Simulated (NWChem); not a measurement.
# SiHSF, singlet; SMILES S[Si]F

All runs: NWChem. Low-valent species are run as closed-shell singlets; no triplet was tried in these runs. The geometry was optimised at PBE0/def2-SVP. One conformer.

Diagonal of the polarisability tensor at PBE0/def2-SVPD, static: 47.39, 66.57, 43.57 bohr³.

Find the mean polarisability volume, the molar refraction, and the refractive index that an ideal gas of it would have at 273.15 K and 1 atm.


1. Mean: one third of the trace = 52.51 bohr³ × 0.14818 Å³/bohr³ = 7.78 Å³.
2. Molar refraction (Lorentz-Lorenz): (4π/3) N_A α = 19.6 cm³/mol.
3. Number density p/kT = 2.687 × 10⁻⁵ Å⁻³; n − 1 = 2π N α = 13.14 × 10⁻⁴.
4. These hold the electronic response alone: vibrational and orientational terms add to the static dielectric constant.
